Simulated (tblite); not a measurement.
C₄H₁₅NOSi₃.
SMILES with atom numbers: `[CH3:1][C:2](=[O:3])[C:4]([SiH3:5])([SiH3:6])[Si@H:7]([CH3:8])[NH2:9]` (hydrogens: H10, H11, H12 on C1; H13, H14, H15 on Si5; H16, H17, H18 on Si6; H19 on Si7; H20, H21, H22 on C8; H23, H24 on N9)

The geometry is computed with GFN2-xTB (gas phase).

**Question.** What internal coordinates does the optimisation give?

**Answer.** 
```tsv
bond	length (pm)
C1–C2	150.7
C2=O3	122.1
C2–C4	147.1
C4–Si5	190.9
C4–Si6	190.5
C4–Si7	193.0
Si7–C8	189.7
Si7–N9	172.6
C1–H10, C1–H11, C1–H12	108.8
Si5–H13	147.3
Si5–H14, Si5–H15	146.3
Si6–H16, Si6–H17, Si6–H18	146.6
Si7–H19	147.3
C8–H20, C8–H21, C8–H22	108.4
N9–H23, N9–H24	100.8
```

Bonds in one row agree within 1 pm and their mean is given. A selection of angles:
```tsv
angle	degrees
C1–C2–O3	120.3
C1–C2–C4	120.2
O3–C2–C4	119.5
C2–C4–Si5	110.3
C2–C4–Si6	111.0
C2–C4–Si7	101.7
Si5–C4–Si6	110.3
Si5–C4–Si7	111.7
Si6–C4–Si7	111.5
C4–Si7–C8	111.2
C4–Si7–N9	107.2
C8–Si7–N9	103.9
H23–N9–Si7	117.8
H24–N9–Si7	116.5
```

Torsions: C1–C2–C4–Si5 -64° (synclinal); C2–C4–Si7–C8 -178° (antiperiplanar).

The C–Si distances run from 1.897 Å (Si7–C8, drawn single) to 1.930 Å (C4–Si7, drawn single), a spread of 0.033 Å. The 2 C–C bonds span 1.471 Å (C2–C4, drawn single) to 1.507 Å (C1–C2, drawn single), a spread of 0.036 Å. Si5 (SiH3 silicon) is tetrahedral (angles from 107.9° to 110.9°). Of the pairs four or more bonds apart, Si6···H11 is among the closest relative to their van der Waals radii: 2.92 Å, 88 % of the sum of Bondi's values. N9 (silicon-bound nitrogen) is pyramidal (angles 117.8°, 116.5° and 109.8°, sum 344.1°, 0.28 Å off the plane of its three neighbours). Si6 (SiH3 silicon) is tetrahedral (angles from 108.2° to 110.9°). Si7 (SiH silicon) is distorted tetrahedral (angles from 103.9° to 118.8°).

Point group: C1 (no symmetry element, even within 0.4 Å). GFN2-xTB frequencies show an imaginary mode (60i cm⁻¹), so the point is no minimum at that level. Torsions: C1–C2–C4–Si5 -64°, C2–C4–Si7–C8 -178°, C4–Si7–N9–H 164° and -63°. 3 starts were optimised and ended at 0.00, 0.00 and 0.48 kcal/mol (GFN2-xTB); the lowest of these is shown.
